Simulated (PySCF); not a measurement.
**How methods differ on the interval between two levels of Cu²⁺**

Cu²⁺ [Ar] 3d9 [2D5/2, M_J = 5/2] → Cu²⁺ [Ar] 3d8 4p1 [4G11/2, M_J = 11/2], as a difference of total energies. All numbers are calculated (PySCF 2.14, the two-component X2C-1e Hamiltonian, in x2c-SVPall-2c with one added diffuse shell each of s, d type (6s5p4d1f, 48 functions)). Correlated levels: [Ne] frozen; the 6 highest virtual spinors dropped. "Screened" scales the spin-orbit matrix elements by Boettger's factors to mimic the two-electron term; Breit and QED terms are absent.

| method | interval between two levels (cm⁻¹) |
| --- | --- |
| GHF (spin-free) | 112530 |
| GMP2 (spin-free) | 124850 |
| GHF (screened spin-orbit) | 112310 |
| GMP2 (screened spin-orbit) | 124620 |

The labels give the starting determinants; with spin-orbit coupling the two ends relaxed to ⟨J²⟩ = 8.75, ⟨L²⟩ = 6.00, ⟨S²⟩ = 0.75 and ⟨J²⟩ = 35.75, ⟨L²⟩ = 20.01, ⟨S²⟩ = 3.75.
